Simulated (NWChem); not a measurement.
Molecule: Si₂H₃OCl₂F; SMILES [SiH](Cl)(O[SiH2]F)Cl

```xyz
9

Si    -0.6998     2.0499     0.4249
F      0.3586     3.0648    -0.2545
O     -0.6615     0.6248    -0.4130
Si     0.0481    -0.8332    -0.6358
Cl    -1.1097    -2.2794     0.2392
Cl     1.8944    -0.8356     0.2615
H     -2.0549     2.6263     0.2786
H     -0.2856     1.8318     1.8318
H      0.1880    -1.1172    -2.0751
```
Atoms are numbered in this order, from 1.

All runs: NWChem. Medium grid unless said otherwise, to which SCAN and Minnesota functionals are sensitive. Geometry: optimised at PBE0/def2-SVP. Level r2SCAN/def2-SVP: energy and gradient; each run changes one setting, and changes count from the defaults (medium grid, exact Coulomb integrals, symmetry on).

Q: Which setting moves the energy most, and by about how much (symmetry off; extra-fine grid; defaults; Becke weights; coarse grid)?

A: coarse grid, by about 1000 μHa.
```json
[
 {"setting": "defaults", "size of the energy change (μHa)": "< 10", "largest change of a gradient component (μHa/bohr)": "< 30", "time, defaults = 1 (rough)": "about 1"},
 {"setting": "extra-fine grid", "size of the energy change (μHa)": "300", "largest change of a gradient component (μHa/bohr)": "90", "time, defaults = 1 (rough)": "2"},
 {"setting": "symmetry off", "size of the energy change (μHa)": "< 10", "largest change of a gradient component (μHa/bohr)": "other frame", "time, defaults = 1 (rough)": "about 1"},
 {"setting": "Becke weights", "size of the energy change (μHa)": "20", "largest change of a gradient component (μHa/bohr)": "100", "time, defaults = 1 (rough)": "about 1"},
 {"setting": "coarse grid", "size of the energy change (μHa)": "1000", "largest change of a gradient component (μHa/bohr)": "600", "time, defaults = 1 (rough)": "about 1"}
]
```
